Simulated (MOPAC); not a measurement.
Job for MOPAC: AM1 on BrHSe2 (SMILES [SeH][Se]Br), a point of a torsion scan.

```
AM1 1SCF PRECISE CHARGE=0 THREADS=1
BrHSe2

Se    -1.33842304 1     0.54386183 1     0.44947915 1
Se     0.77956351 1     0.92151624 1    -0.27565541 1
Br     0.54365324 1     2.39710734 1    -2.06267532 1
H     -1.63599864 1    -0.61022507 1    -0.39902730 1
```

The log:

```
*******************************************************************************
 **                                                                           **
 **                              MOPAC v23.2.5                                **
 **                                                                           **
 *******************************************************************************
 ** MOPAC's Digital Object Identifier: https://doi.org/10.5281/zenodo.6511958 **
 **                                                                           **
 ** Please cite the open-source release paper for use of this MOPAC version:  **
 ** J. E. Moussa and J. J. P. Stewart (2026)                                  **
 ** MOPAC: An open-source semiempirical molecular orbital program             **
 ** J. Open Source Softw., 11(119), 8025, https://doi.org/10.21105/joss.08025 **
 *******************************************************************************

                              AM1 CALCULATION RESULTS

 *******************************************************************************
 *  AM1        - The AM1 Hamiltonian to be used
 *
 *
 *
 *                 CHARGE ON SYSTEM = 0
 *
 *
 *
 *  PRECISE    - TIGHTER CRITERIA TO BE USED
 *  1SCF       - DO 1 SCF AND THEN STOP
 *  THREADS=1  - MULTI-THREADING NOT USED
 *  T=         - A TIME OF 172800.0 SECONDS REQUESTED
 *  DUMP=N     - RESTART FILE WRITTEN EVERY 7200.0 SECONDS REQUESTED
 *******************************************************************************
AM1 1SCF PRECISE CHARGE=0 THREADS=1
 BrHSe2

   ATOM   CHEMICAL          X               Y               Z
  NUMBER   SYMBOL      (ANGSTROMS)     (ANGSTROMS)     (ANGSTROMS)

     1      Se         -1.33842304  *   0.54386183  *   0.44947915  *
     2      Se          0.77956351  *   0.92151624  *  -0.27565541  *
     3      Br          0.54365324  *   2.39710734  *  -2.06267532  *
     4       H         -1.63599864  *  -0.61022507  *  -0.39902730  *



          CARTESIAN COORDINATES

    NO.       ATOM           X           Y           Z

     1        Se         -1.3384      0.5439      0.4495
     2        Se          0.7796      0.9215     -0.2757
     3        Br          0.5437      2.3971     -2.0627
     4         H         -1.6360     -0.6102     -0.3990

  H: (AM1): M.J.S. DEWAR ET AL, J. AM. CHEM. SOC. 107 3902-3909 (1985)
 Se: (AM1): J. J. P. STEWART, J. MOL. MOD., 10, 155-164 (2004)
 Br: (AM1): M.J.S. DEWAR AND E. G. ZOEBISCH, THEOCHEM, 180, 1 (1988).

           Empirical Formula: H Se2 Br  =     4 atoms



      MOLECULAR POINT GROUP   :   C1


      RHF CALCULATION, NO. OF DOUBLY OCCUPIED LEVELS = 10


 -------------------------------------------------------------------------------
 AM1 1SCF PRECISE CHARGE=0 THREADS=1
 BrHSe2



     1SCF WAS SPECIFIED, SO BFGS WAS NOT USED
     SCF FIELD WAS ACHIEVED


                              AM1 CALCULATION
                                                       MOPAC v23.2.5 Linux




          FINAL HEAT OF FORMATION =          9.79645 KCAL/MOL =      40.98836 KJ/MOL


          COSMO AREA              =        121.63 SQUARE ANGSTROMS
          COSMO VOLUME            =        111.50 CUBIC ANGSTROMS

          IONIZATION POTENTIAL    =          8.447400 EV
          HOMO LUMO ENERGIES (EV) =         -8.447 -2.763
          NO. OF FILLED LEVELS    =         10
          MOLECULAR WEIGHT        =        238.8319         POINT GROUP:  C1

          MOLECULAR DIMENSIONS (Angstroms)

            Atom       Atom       Distance
            H     4   Br     3     4.06972
           Se     2   Br     3     1.59842
           Br     3   Se     1     1.13918


          SCF CALCULATIONS        =          1





   ATOM   CHEMICAL          X               Y               Z
  NUMBER   SYMBOL      (ANGSTROMS)     (ANGSTROMS)     (ANGSTROMS)

     1      Se         -1.33842304  *   0.54386183  *   0.44947915  *
     2      Se          0.77956351  *   0.92151624  *  -0.27565541  *
     3      Br          0.54365324  *   2.39710734  *  -2.06267532  *
     4       H         -1.63599864  *  -0.61022507  *  -0.39902730  *

                             CARTESIAN COORDINATES

   1   Se       -1.338423040     0.543861830     0.449479150
   2   Se        0.779563510     0.921516240    -0.275655410
   3   Br        0.543653240     2.397107340    -2.062675320
   4    H       -1.635998640    -0.610225070    -0.399027300


           Empirical Formula: H Se2 Br  =     4 atoms



      MOLECULAR POINT GROUP   :   C1


                  EIGENVALUES
 -30.49629 -21.19360 -19.32354 -13.43293 -12.77713 -12.03329 -11.52347 -10.44891
  -8.57759  -8.44740  -2.76296  -1.85810  -0.02927


              NET ATOMIC CHARGES AND DIPOLE CONTRIBUTIONS

  ATOM NO.   TYPE          CHARGE      No. of ELECS.   s-Pop       p-Pop
    1         Se           0.082247        5.9178     1.97340     3.94436
    2         Se           0.110775        5.8892     1.98480     3.90443
    3         Br          -0.166706        7.1667     1.98675     5.17996
    4          H          -0.026315        1.0263     1.02632
 DIPOLE           X         Y         Z       TOTAL
 POINT-CHG.    -0.342    -1.137     1.733     2.101
 HYBRID        -0.220    -0.512    -0.575     0.801
 SUM           -0.562    -1.649     1.158     2.092


          ATOMIC ORBITAL ELECTRON POPULATIONS

     Atom    s        px        py        pz
    1 Se   1.97340   1.19843   1.33916   1.40676
    2 Se   1.98480   1.01111   1.54402   1.34930
    3 Br   1.98675   1.96700   1.68468   1.52827
    4  H   1.02632

 **********************
 *                    *
 * JOB ENDED NORMALLY *
 *                    *
 **********************




 == MOPAC DONE ==
```

The run finished.

Cost: around 0.020 core-seconds (rough).
